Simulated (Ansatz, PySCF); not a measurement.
Gas-phase reaction (SMILES): OB(Br)Br [dibromoborinic acid] + F (HF) -> FB(Br)Br [dibromo(fluoro)borane] + O (H2O); hydrogen fluoride cleaves one B-O bond, a model of a ligand-exchange step.

Geometries: B3LYP-D3(BJ)/def2-TZVP minima from Ansatz (an electronic-structure program), one conformer each, not searched for the lowest. Cores are frozen in the correlated levels unless marked. Spin-orbit coupling is left out. Frozen are the shells of the preceding noble gas and the d and f shells that filled before the atom's block. Non-relativistic. CBS marks a two-point X^-3 extrapolation of the correlation energy; Hartree-Fock from the larger set (for Q and 5 zeta extrapolated as (X+1)exp(-9√X)). Thermal terms are rigid-rotor harmonic-oscillator values from B3LYP-D3(BJ) frequencies (Ansatz or PySCF) at 298.15 K and 1 atm. 1 Eh = 627.5095 kcal/mol.

| species | E, CCSD(T)/CBS(cc-pVQZ,cc-pV5Z) (Ansatz) (Eh) | E, PBE/def2-TZVPD (Ansatz) (Eh) | H - E (Eh) |
|---|---|---|---|
| OB(Br)Br | -5246.05938 | -5248.26839 | 0.02594 |
| F (HF) | -100.39528 | -100.39521 | 0.01259 |
| FB(Br)Br | -5270.07738 | -5272.28341 | 0.01343 |
| O (H2O) | -76.37670 | -76.38111 | 0.02495 |

### Question
Work out ΔE and ΔH at 298.15 K at the first level, then ΔH at the second.

### Answer

1. ΔE = [(-5270.07738) + (-76.37670)] - [(-5246.05938) + (-100.39528)] = 0.00058 Eh = 0.4 kcal/mol at CCSD(T)/CBS(cc-pVQZ,cc-pV5Z).
2. The terms H - E add up to -0.00015 Eh, so ΔH = (0.00058 + (-0.00015))×627.5095 = 0.3 kcal/mol.
3. At PBE/def2-TZVPD the same steps give ΔE = -0.6 and ΔH = -0.7 kcal/mol, a shift of -1.0 from the first level.
4. These values are not checked against measurement here, since the tables used lack a sound gas-phase enthalpy of formation for at least one species.
